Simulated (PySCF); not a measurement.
SCF from a fresh guess for singlet [HgH3]-, at the PBE0 minimum. PySCF input:

```python
from pyscf import gto, scf, dft
mol = gto.M(atom='''
Hg    -0.000000     0.000000    -0.000000
H      1.763821     0.000022     0.000000
H     -0.881930     1.527503    -0.000000
H     -0.881891    -1.527525     0.000000''',
    basis={'Hg': 'def2-TZVPD', 'H': 'def2-TZVPD'},
    ecp={'Hg': 'def2-TZVPD'},
    charge=-1, spin=0)
mf = dft.RKS(mol, xc='PBE0')
mf.grids.atom_grid = (50, 194)
aux = {'Hg': 'def2-universal-JKFIT', 'H': 'def2-universal-JKFIT'}
mf = mf.density_fit(auxbasis=aux)
mf.conv_tol = 1e-08
mf.diis_space = 10
mf.max_cycle = 60
mf.init_guess = 'minao'
mf.verbose = 4
mf.kernel()
```

Excerpt of the output (cycles and frontier levels):

```
init E= -135.466896465781
  HOMO = -0.655063617253275  LUMO = -0.446896858946461  gap/eV = 5.66451
cycle= 1 E= -154.282569741747  delta_E= -18.8  |g|= 2.21  |ddm|= 11.5
  HOMO = 0.29143565137276  LUMO = 0.294200876876442  gap/eV = 0.07525
cycle= 2 E= -135.692142348881  delta_E= 18.6  |g|= 6.37  |ddm|= 88.7
  HOMO = -0.205019203375799  LUMO = 0.0137704134350756  gap/eV = 5.95357
cycle= 3 E= -155.081975457477  delta_E= -19.4  |g|=  0.7  |ddm|= 88.7
  HOMO = -0.017273432121812  LUMO = 0.146330804750046  gap/eV = 4.45190
cycle= 4 E= -155.233116900803  delta_E= -0.151  |g|= 0.0721  |ddm|= 1.45
  HOMO = -0.0421253300611636  LUMO = 0.133577526664766  gap/eV = 4.78112
cycle= 5 E= -155.234935699661  delta_E= -0.00182  |g|= 0.00492  |ddm|= 0.127
  HOMO = -0.0444868454020129  LUMO = 0.132265548041916  gap/eV = 4.80968
cycle= 6 E= -155.234940936931  delta_E= -5.24e-06  |g|= 0.000594  |ddm|= 0.00964
  HOMO = -0.0442385702729984  LUMO = 0.132294532920072  gap/eV = 4.80371
cycle= 7 E= -155.234941104599  delta_E= -1.68e-07  |g|= 0.000102  |ddm|= 0.00143
  HOMO = -0.0442826448107671  LUMO = 0.132281672481677  gap/eV = 4.80456
cycle= 8 E= -155.234941109426  delta_E= -4.83e-09  |g|= 2.11e-05  |ddm|= 0.000217
  HOMO = -0.0442847658819363  LUMO = 0.132280481423336  gap/eV = 4.80459
Extra cycle  E= -155.234941109369  delta_E= 5.62e-11  |g|= 2.84e-05  |ddm|= 4.77e-05
converged SCF energy = -155.234941109369
```

No lower solution of this spin was found by a stability analysis within the restricted form, which does not test spin polarisation.

Stability towards spin polarisation was not tested. No spin–orbit coupling is included, which matters more the heavier the element.

The search for the lowest solution, with the stability check, took 3 s on 2 threads of a shared Arm Neoverse N1 host, with 73 basis functions; the process peaked at 0.31 GiB. Launch command: `OMP_NUM_THREADS=2 python axn.py task.json out`.
